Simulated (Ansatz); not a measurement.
`[CH3][Ga-]([CH3])([OH2+])[F]`, charge 0, multiplicity 1.

(1) Give a relaxed structure at PBE0-D4/def2-TZVP (the Gaussian-basis code of Ansatz). (An estimate is asked.)

Results:

(1) The calculation gave: 
Z-matrix (Å, degrees):
```
C
Ga 1 1.957
H 1 1.093 2 110.5
H 1 1.092 2 111.4 3 119.9
H 1 1.091 2 110.1 3 -119.3
C 2 1.965 1 132.2 3 -72.9
O 2 2.180 1 103.8 3 166.6
F 2 1.823 1 112.2 3 82.8
H 6 1.093 2 111.6 1 -56.1
H 6 1.092 2 110.8 1 -177.6
H 6 1.093 2 110.5 1 63.2
H 7 0.962 2 114.1 1 142.7
H 7 0.974 2 87.9 1 -110.1
```
This is one stationary point; other conformers may exist.
